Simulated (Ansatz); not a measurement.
Relaxation of CH₅InS (8 atoms, charge 0, multiplicity 1), to a largest force component of 0.03 eV/Å in at most 50 steps.

The calculation used RKS PBE-D4/def2-SVP in Ansatz 0.2.0.

```xyz
8
Properties=species:S:1:pos:R:3
In -0.124 0.067 -0.555
H -0.455 0.936 -2.018
S -0.487 -1.962 -1.870
H -0.655 -0.879 -2.687
C 0.372 0.402 1.522
H -0.523 0.821 2.020
H 1.190 1.149 1.562
H 0.681 -0.532 2.026
```

Task: Where does it end, and by what steps?

Result: The forces met the threshold. After 6 steps the energy has fallen by 0.451 eV; H2 moved furthest, 0.68 Å.

```json
{"step": "0", "energy less start (eV)": "0.0000", "largest force component (eV/Å)": "0.769", "accepted": "yes"}
{"step": "1", "energy less start (eV)": "-0.2264", "largest force component (eV/Å)": "0.592", "accepted": "yes"}
{"step": "2", "energy less start (eV)": "-0.3324", "largest force component (eV/Å)": "0.501", "accepted": "yes"}
{"step": "3", "energy less start (eV)": "-0.4134", "largest force component (eV/Å)": "0.413", "accepted": "yes"}
{"step": "4", "energy less start (eV)": "-0.4380", "largest force component (eV/Å)": "0.638", "accepted": "yes"}
{"step": "5", "energy less start (eV)": "-0.4504", "largest force component (eV/Å)": "0.111", "accepted": "yes"}
{"step": "6", "energy less start (eV)": "-0.4511", "largest force component (eV/Å)": "0.024", "accepted": "yes"}
```

```xyz
8
Properties=species:S:1:pos:R:3
In -0.146 0.314 -0.670
H -0.399 1.590 -1.828
S -0.404 -1.949 -1.555
H -0.701 -1.517 -2.812
C 0.353 0.377 1.442
H -0.522 0.750 2.011
H 1.201 1.069 1.609
H 0.618 -0.634 1.803
```

Whether the end is a true minimum wasn't checked by a vibrational analysis.

Run time: 5.6 s on 2 threads of AMD EPYC 9R45 96-Core Processor (Zen 5), on a shared host, peak memory 0.14 GiB.
